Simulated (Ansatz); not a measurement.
Reactions of `CSC(F)(F)F`.

Isolated molecules relaxed with PBE0-D4/def2-TZVP in Ansatz; ΔE leaves out vibrations. CCSD(T)/CBS is the MP2 limit (def2-TZVPP, def2-QZVPP) plus CCSD(T) − MP2 in def2-TZVPP, frozen cores. This one scheme is used for every species, atoms too. Open shells (•) are unrestricted, without spin–orbit coupling. Spin–orbit coupling would lower the free atoms: a little for C, F, S. For Br, Ge outer-core shells are correlated without core-valence functions, so the limit isn't a true one: a few kJ/mol of doubt a bond, and 10 to 20 or more in all where bonds break to atoms. Scalar relativity is left out up to krypton. Each species was taken in one conformer, which may not be the lowest.

```
                                                     reaction  CCSD/CBS(def2) (kcal/mol)  MP2/CBS(def2) (kcal/mol)
               `CSC(F)(F)F` → `[CH2]` (triplet) + `FC(F)(F)S`                      102.0                     108.3
`CSC(F)(F)F` + `[CH3][Ge][F]` → `C[CH2][Ge][F]` + `FC(F)(F)S`                        3.2                       3.8
                `CSC(F)(F)F` + `NBBr` → `CNBBr` + `FC(F)(F)S`                        7.8                       8.9
               `CSC(F)(F)F` + `C=CS` → `C=CSC(F)(F)F` + CH₃SH                        3.0                       3.0
                     `CSC(F)(F)F` → `[CH3]`• + `FC(F)(F)[S]`•                       80.9                      88.8
                       `CSC(F)(F)F` → 2 C• + 3 F• + 3 H• + S•                      790.6                     835.6
                     `CSC(F)(F)F` + H–F → `FC(F)(F)F` + CH₃SH                       -3.4                      -0.3
```

Problem. Give the CCSD(T)/CBS values in the same order. (Estimate.)

Solution. Computed: 104.9, 3.4, 8.0, 2.8, 84.0, 807.5, -2.2 kcal/mol.

Largest T1 diagnostic: 0.013, for `[CH3][Ge][F]`.
